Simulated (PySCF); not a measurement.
**SOI₂: from structure and modes to constants**

These are results of PBE/[S def2-SVP, O def2-SVP, I def2-SVP with ECP28], scalar-relativistic core potentials, density fitting, no spin–orbit coupling, PySCF, not measurements.

The singlet minimum has Cs symmetry. Masses (u): S 31.97207, O 15.99492, I 126.90447.

```xyz
4
charge 0 multiplicity 1, angstrom
S     0.0003   -1.3366    0.0000
O     1.3017   -2.0599    0.0000
I    -0.0822    0.2985   -2.0091
I    -0.0822    0.2985    2.0091
```

Harmonic wavenumbers (cm⁻¹): 66.6 (a', ×1), 170.1 (a'', ×1), 194.8 (a', ×1), 313.5 (a', ×1), 319.9 (a'', ×1), 1164.9 (a', ×1).

(1) Find the principal moments of inertia and the rotational constants. What kind of rotor is it?

(2) What is the harmonic zero-point energy?

(3) Find the vibrational entropy and heat capacity at 298.15 K.

Results:

(1) About the centre of mass I = 176.43, 1035.6, 1189.8 u Å². With B = 16.8576/I this gives 0.09555, 0.01628, 0.01417 cm⁻¹. The molecule is an asymmetric top with κ = -0.95.

(2) Half the sum of all 6 wavenumbers, 2230/2 = 1115 cm⁻¹, which is 13.3 kJ/mol (1 cm⁻¹ = 0.0119627 kJ/mol).

(3) With u = 1.43878 ω/T, each mode gives S = R[u/(eᵘ−1) − ln(1−e⁻ᵘ)] and C = R u² eᵘ/(eᵘ−1)².
```csv
ω (cm⁻¹),u,S (J/(mol K)),C (J/(mol K))
66.6,0.321,17.79,8.24
170.1,0.821,10.18,7.86
194.8,0.940,9.13,7.73
313.5,1.513,5.62,6.89
319.9,1.544,5.48,6.84
1164.9,5.621,0.20,0.96
```
The sums over all modes are S = 48.4 and C = 38.5 J/(mol K); the softest mode gives 37 % of the entropy.

This need not be the most stable arrangement of these atoms.
